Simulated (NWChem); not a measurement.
System: TaH2O3Cl; SMILES [O]=[Ta]([OH])([OH])[Cl]

NWChem printed, in part:

```
             Northwest Computational Chemistry Package (NWChem) 7.3.0
             --------------------------------------------------------

 CS  symmetry detected

                             Geometry "geometry" -> ""
                             -------------------------

 Output coordinates in angstroms (scale by  1.889725989 to convert to a.u.)

  No.       Tag          Charge          X              Y              Z
 ---- ---------------- ---------- -------------- -------------- --------------
    1 Ta                  73.0000     0.01103428    -0.21078061     0.00000000
    2 O                    8.0000     1.68673666    -0.54977914     0.00000000
    3 Cl                  17.0000    -0.06023905     2.01397577     0.00000000
    4 O                    8.0000    -0.73651752    -0.74676163    -1.58413947
    5 H                    1.0000    -0.74552563    -1.25209205    -2.39848672
    6 O                    8.0000    -0.73651752    -0.74676163     1.58413947
    7 H                    1.0000    -0.74552563    -1.25209205     2.39848672

 Effective nuclear repulsion energy (a.u.)     960.9088682333

      Symmetry information
      --------------------

 Group name             Cs
 Group number              2
 Group order               2
 No. of unique centers     5

                                Z-matrix (autoz)
                                --------

 Units are Angstrom for bonds and degrees for angles

[...]

      ----------------------
      Optimization converged
      ----------------------

  Step       Energy      Delta E   Gmax     Grms     Xrms     Xmax
  ---- ---------------- -------- -------- -------- -------- --------
@   11    -743.62492844 -1.1D-06  0.00009  0.00004  0.00082  0.00141
                                     ok       ok       ok       ok

                                Z-matrix (autoz)
                                --------

 Units are Angstrom for bonds and degrees for angles

      Type          Name      I     J     K     L     M      Value     Gradient
      ----------- --------  ----- ----- ----- ----- ----- ---------- ----------
    1 Stretch                  1     2                       1.71564    0.00008
    2 Stretch                  1     3                       2.32803    0.00009
    3 Stretch                  1     4                       1.89457    0.00009
    4 Stretch                  1     6                       1.89457    0.00009
    5 Stretch                  4     5                       0.96163   -0.00002
    6 Stretch                  6     7                       0.96163   -0.00002
    7 Bend                     1     4     5               134.15428   -0.00000
    8 Bend                     1     6     7               134.15428   -0.00000
    9 Bend                     2     1     3               108.28880    0.00003
   10 Bend                     2     1     4               107.51171    0.00002
   11 Bend                     2     1     6               107.51171    0.00002
   12 Bend                     3     1     4               111.75674   -0.00002
   13 Bend                     3     1     6               111.75674   -0.00002
   14 Bend                     4     1     6               109.81852   -0.00004
   15 Torsion                  2     1     4     5          -1.35361   -0.00001
   16 Torsion                  2     1     6     7           1.35361    0.00001
   17 Torsion                  3     1     4     5         117.34608    0.00004
   18 Torsion                  3     1     6     7        -117.34608   -0.00004
   19 Torsion                  4     1     6     7         118.03949    0.00003
   20 Torsion                  5     4     1     6        -118.03949   -0.00003

                         Geometry "geometry" -> "geometry"
                         ---------------------------------

 Output coordinates in angstroms (scale by  1.889725989 to convert to a.u.)

  No.       Tag          Charge          X              Y              Z
 ---- ---------------- ---------- -------------- -------------- --------------
    1 Ta                  73.0000    -0.02649898    -0.09460794     0.00000000
    2 O                    8.0000     1.59126252    -0.66579383     0.00000000
    3 Cl                  17.0000     0.02054511     2.23295034     0.00000000
    4 O                    8.0000    -0.87302226    -0.77989612    -1.55021920
    5 H                    1.0000    -0.58290929    -1.32852384    -2.28477796
    6 O                    8.0000    -0.87302226    -0.77989612     1.55021920
    7 H                    1.0000    -0.58290929    -1.32852384     2.28477796

 Effective nuclear repulsion energy (a.u.)     932.5612327051

      Symmetry information
      --------------------

 Group name             Cs
 Group number              2
 Group order               2
 No. of unique centers     5

                Final and change from initial internal coordinates
                --------------------------------------------------

[...]
```

Level: PBE0/def2-SVP with def2 effective core potentials on Ta. No frequency run checked for a minimum. def2 effective core potentials on Ta; no spin-orbit coupling.

Question: Reconstruct the input file.

Answer: One answer among several that fit: the input that was run:
```
start job
memory heap 200 mb stack 900 mb global 1100 mb
geometry units angstroms
  Ta    -0.119981     0.104640    -0.126743
  O      1.002706     1.015282    -1.039543
  Cl     1.173384    -1.049954     1.269230
  O     -0.944821    -1.129745    -1.199819
  H     -1.210782    -1.482623    -2.050315
  O     -1.130759     1.220385     0.916855
  H     -1.492303     2.075622     1.154462
end
basis spherical
  * library def2-svp
end
ecp
  Ta library def2-ecp
end
dft
  xc pbe0
  iterations 150
end
driver
  maxiter 120
end
task dft optimize
```
